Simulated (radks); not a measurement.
Valence configurations of neutral germanium (all share [Ar]). All-electron calculation, Dirac Kohn-Sham, LDA (Slater exchange, Perdew-Wang correlation), spin-unpolarised, spherical densities, point nucleus; open shells fill j = l - 1/2 first. Program: a radial shooting solver on a logarithmic mesh with Libxc functionals. Energies are relative to 3d10 4s2 4p2; eigenvalues in eV.

| valence | E (eV) | e(3d3/2) | e(3d5/2) | e(4p1/2) | e(4p3/2) | e(4s1/2) |
|---|---|---|---|---|---|---|
| 3d10 4s2 4p2 | 0.000 | -29.743 | -29.157 | -4.101 | - | -11.841 |
| 3d10 4s1.5 4p2.5 | 4.006 | -30.646 | -30.059 | -4.469 | -4.266 | -12.355 |
| 3d10 4s1 4p3 | 8.087 | -31.510 | -30.922 | -4.815 | -4.602 | -12.838 |
| 3d9 4s2 4p3 | 29.475 | -39.600 | -38.975 | -5.423 | -5.167 | -14.151 |
| 3d8 4s1 4p5 | 77.865 | -51.515 | -50.848 | -7.314 | -6.975 | -17.124 |
| 3d9 4s1.5 4p3.5 | 33.999 | -40.414 | -39.788 | -5.752 | -5.485 | -14.596 |
| 3d7 4s2 4p5 | 115.60 | -61.023 | -60.315 | -8.014 | -7.625 | -18.449 |
| 3d8 4s2 4p4 | 67.817 | -50.038 | -49.372 | -6.722 | -6.400 | -16.342 |
| 3d8 4s0.5 4p5.5 | 82.964 | -52.227 | -51.559 | -7.596 | -7.249 | -17.496 |
| 3d9 4s1 4p4 | 38.585 | -41.203 | -40.576 | -6.065 | -5.790 | -15.022 |

NIST lists [Ar] 3d10 4s2 4p2 as the ground configuration; this level of theory agrees among the configurations tried. The energies are those of spherical spin-averaged densities, not of single terms.
